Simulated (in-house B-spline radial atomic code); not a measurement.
**The antimony ion Sb¹⁵⁺: [Ne] 3s1 3p6 3d10 4s2 4p6 4d1 (with a hole in an inner shell)**

Method: Dirac-Hartree-Fock, average of configuration, Fermi nucleus of rms radius 4.6802 fm. Calculated with a B-spline radial code for spherical atoms.

Effective charges: Z_r = [3n² - l(l+1)]/(2<r>) from the radius, Z_e = n√(-2ε) from the energy, and Slater's rules. Values are occupation-weighted means over j. An effective charge above Z reflects the relativistic contraction of the inner shells.

```csv
shell,electrons,ε (eV),<r> (bohr),Z_r,Z_e,Slater
1s,2,-31074,0.02842,52.79,47.79,50.70
2s,2,-5157,0.122,49.17,38.94,46.85
2p,6,-4671.9,0.1068,46.80,37.06,46.85
3s,1,-1351,0.3267,41.33,29.89,40.10
3p,6,-1179,0.3225,38.76,27.93,40.10
3d,10,-933.55,0.2987,35.15,24.85,30.85
4s,2,-492.39,0.7241,33.14,24.06,24.10
4p,6,-432.18,0.755,30.46,22.54,24.10
4d,1,-351.87,0.7973,26.34,20.34,16.00
```

The least bound orbital is 4d5/2 at -351 eV, and it is also the most diffuse (<r> = 0.7995 bohr). The part-filled 3s shell lies below the filled 4p shell in orbital energy.

Spin-orbit splittings of the orbital energies (j = l + 1/2 above j = l - 1/2 when positive): 2p 253.3 eV, 3p 49.39 eV, 3d 10.22 eV, 4p 11.69 eV, 4d 2.116 eV.

For the 1s electron the small component carries 3.52 % of the norm, the zero-frequency Breit interaction raises the level by 72.1 eV, self-energy by 41.04 eV, and vacuum polarisation lowers it by 5.489 eV.
